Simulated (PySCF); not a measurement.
C4H5, SMILES C=[C]C=C, doublet, PBE0/def2-SVP optimised geometry.

```
9

C      1.99     0.00     0.00
C      0.69     0.00     0.00
C     -0.66     0.00     0.00
C     -1.49     0.68     0.89
H      2.57    -0.74     0.56
H      2.57     0.74    -0.56
H     -1.14    -0.60    -0.79
H     -1.07     1.28     1.70
H     -2.57     0.61     0.81
```

Density from unrestricted PBE0/def2-TZVP run with PySCF at that geometry.

Minimum of the electron density along straight lines between bonded atoms, close to the bond critical point (lines longer than 1.1 times the sum of covalent radii, or with two minima, are not listed):

```tsv
bond	length / Å	ρ at the minimum / e bohr⁻³	∇²ρ there / e bohr⁻⁵	position (fraction from the first atom)
C1–C2	1.304	0.356	-1.08	0.46
C2–C3	1.353	0.329	-0.98	0.53
C3–C4	1.395	0.310	-0.89	0.51
C1–H5	1.099	0.271	-0.93	0.65
C1–H6	1.099	0.271	-0.93	0.65
C3–H7	1.099	0.274	-0.95	0.65
C4–H8	1.092	0.279	-0.97	0.65
C4–H9	1.091	0.279	-0.97	0.65
```
